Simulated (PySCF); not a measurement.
Compound: C₇H₁₁NSi.
SMILES: `Cc1ccc(cc1)N[SiH3]`

Torsions of this conformer, `[CH3:1][c:2]1[cH:3][cH:4][c:5]([NH:6][SiH3:7])[cH:8][cH:9]1`: C4–C5–N6–Si7 0°.

The closed-shell ground state was solved at several levels (PySCF, density fitting, gas phase, non-relativistic). One conformer (not necessarily the lowest) at the PBE0-D3(BJ)/def2-SVP geometry, without solvent, vibrations or thermal averaging.

```tsv
level	basis functions	HOMO (eV)	LUMO (eV)	gap (eV)	dipole (D)
B3LYP/def2-SVPD	272	-5.66	-0.41	5.25	0.78
B97-2/pcSseg-1	215	-5.62	-0.14	5.48	0.81
```

Task: Estimate the row for PBE0/pcSseg-1, a basis of 215 functions; the other rows only guide the guess.

Result: HOMO -5.84 eV, LUMO -0.11 eV, gap 5.73 eV, dipole 0.81 D.

Task: Over all these levels, which gives the widest orbital gap and which the narrowest?

Result: PBE0/pcSseg-1 (global hybrid, 25 % exact exchange) has the widest, 5.73 eV, and B3LYP/def2-SVPD (global hybrid, 20 % exact exchange) the narrowest, 5.25 eV. Functional and basis both differ between the two, so the spread mixes both effects.

Task: How far do the dipole and the HOMO energy spread over the levels?

Result: The dipole runs from 0.78 to 0.81 D (mean 0.80 D) and the HOMO from -5.84 to -5.62 eV.
